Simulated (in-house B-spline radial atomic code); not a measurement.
## RPA and G0W0 on Hartree-Fock: Ge¹⁴⁺

Configuration [Ne] 3s2 3p6, mean-field start Hartree-Fock. Computed with a B-spline radial code for spherical atoms: all electrons, non-relativistic, point nucleus, each spin shell either full or empty, empty states to l = 9 with an (l + 1/2)⁻⁴ tail; G0W0 by contour deformation at full frequency.

Command:
```bash
python run_gw.py task.json out
```
Settings (radii: box in bohr, nucleus in fm):
```
Z                        32
electrons                18
configuration            [Ne] 3s2 3p6
hamiltonian              nr
method                   hf
lmax                     9
spin_polarised           False
box_radius               5.25
intervals                47
```

Run time, properties included: 0.7 s on 1 thread of Arm Neoverse V2, with other jobs on the host.

Energies (hartree):

| term | value |
| --- | --- |
| mean-field total | -1984.54332 |
| Hartree-Fock functional on these orbitals | -1984.54332 |
| direct second order | -1.3464 |
| second-order exchange | 0.4476 |
| SOSEX correction | 0.42175 |

Task: What is the RPA correlation energy, and what remains with SOSEX?

Result: RPA gives -1.2328 hartree (-1.86 eV per electron); RPA + SOSEX gives -0.81104, and the second-order doubles (MP2) -0.89882 hartree. RPA lacks exchange-type terms and so overcorrelates at short range.

Quasi-particle levels (eV):

| level | occupied | mean field | Σx - vxc | Σc | QP weight | G0W0 |
| --- | --- | --- | --- | --- | --- | --- |
| 3p | yes | -527.84 | 0.00 | ? | ? | ? |
| 3s | yes | -587.53 | 0.00 | 6.54 | 0.927 | -580.99 |
| 3d | no | -405.80 | 0.00 | -3.12 | 0.988 | -408.91 |

G0W0 = mean field + (Σx - vxc) + Σc, with Σc (partial-wave tail included) taken at the quasi-particle energy. Only the outer levels were computed. Levels of low weight are left out.

Task: Where does G0W0 put 3p?

Result: At -528.70 eV, with Σc = -0.86 eV and a quasi-particle weight of 0.982. The tabulated removal energy is 527.9 ± 1.6 eV (NIST, semi-empirical); the calculation leaves out relativity, Breit and QED terms, and what these don't explain is the method's own error.
